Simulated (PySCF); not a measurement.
## Unknown compound

The spectra below were simulated for a compound C6H5F3NP.

¹H NMR (500 MHz, computed): δ 9.72 (m, 1H), 7.82 (m, 1H), 3.00 (s, 3H).

¹³C{¹H} NMR (computed): δ 193.5 (C), 175.7 (CH), 163.3 (C), 131.1 (C), 130.3 (CH), 29.4 (CH3).

Rapidly exchanging positions averaged, one conformer, non-relativistic Hamiltonian, no solvent model. Coordinates at the GFN2-xTB level; shielding tensors at PBE0/pcSseg-1 (GIAO); PySCF.

References, each an isolated molecule treated in the same way: TMS for ¹H (σ = 31.72 ppm), ¹³C (σ = 186.93 ppm).

**Question.** Which candidate is it?
A. Cc1ncc(C(F)(F)F)cp1
B. Cc1pccnc1C(F)(F)F
C. Cc1ccpc(C(F)(F)F)n1
D. Cc1cpc(C(F)(F)F)cn1
E. Cc1cc(C(F)(F)F)ncp1

**Answer.** C. 

1. 6 carbon signals for 6 carbons: no two carbons are equivalent.
2. Carbon types of the structure: 3 × C, 2 × CH, 1 × CH3, which accounts for all hydrogens.
3. δC 193.5, 163.3: substituted aromatic carbon next to a ring nitrogen.
4. δC 175.7, 130.3: aromatic CH.
5. δC 131.1: CF3 carbon; 3 electronegative neighbours deshield it.
6. δH 9.72, 7.82: hydrogen on an aromatic CH; the ring current deshields protons in the ring plane.
7. δH 3.00: hydrogen on a methyl carbon on an aromatic ring; benzylic-type position, deshielded by the ring.

The others: Cc1cc(C(F)(F)F)ncp1 has carbons computed at 194.5, 191.4, 152.7, 132.8, 129.0, 28.3; Cc1pccnc1C(F)(F)F has carbons computed at 173.4, 161.9, 153.7, 153.3, 132.0, 24.5; Cc1cpc(C(F)(F)F)cn1 has carbons computed at 168.4, 158.0, 157.3, 155.1, 135.3, 30.5; Cc1ncc(C(F)(F)F)cp1 has carbons computed at 208.9, 176.5, 148.7, 133.6, 128.1, 34.6.

Splittings by ¹⁹F and ³¹P in the carbon and heteronuclear signals aren't shown, as no couplings were computed. Shifts are as computed. Against solution values, carbons near 30 ppm lie about +3 ppm off and those near 130 ppm about +5 ppm. Of 1211 compounds with measured shifts, 218 miss one by over three times the rms of a fit or turn the order of signals round; such compounds aren't used in these exercises. Multiplicities follow the n + 1 count of equivalent neighbours, as no J values were calculated; m marks all less simple cases, F and P coupling included.
